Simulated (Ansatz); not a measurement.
System: SnH5, net charge -1, singlet state. 
Geometry from a B3LYP-D3(BJ)/def2-TZVP (Ansatz, a program for electronic structure) optimisation:
```
Sn
H 1 1.7765
H 1 1.7765 2 120.00
H 1 1.7765 2 120.00 3 180.00
H 1 1.8796 2 90.00 3 -90.00
H 1 1.8796 2 90.00 5 180.00
```
Charge -1, spin multiplicity 1.

Basis-set convergence of Hartree-Fock and CCSD(T) correlation energies (hartree) with Ansatz. Correlated levels leave the core frozen unless marked. Spin-orbit coupling is left out. Frozen are the shells of the preceding noble gas and the d and f shells that filled before the atom's block. In def2 rows, elements after Kr have scalar-relativistic effective core potentials. This anion needs diffuse functions, which these sets lack.

| basis | functions | E(HF) | E(corr, CCSD(T)) | rough core time |
|---|---|---|---|---|
| def2-SVP | 51 | -216.14936 | -0.16753 | under 20 s |
| def2-TZVPP | 120 | -216.16655 | -0.20566 | under 20 s |
| def2-QZVPP | 232 | [?] | [?] | 22 s |

### Question
Fill in the missing entries.

### Answer

- def2-QZVPP, E(HF): -216.17044
- def2-QZVPP, E(corr, CCSD(T)): -0.21544
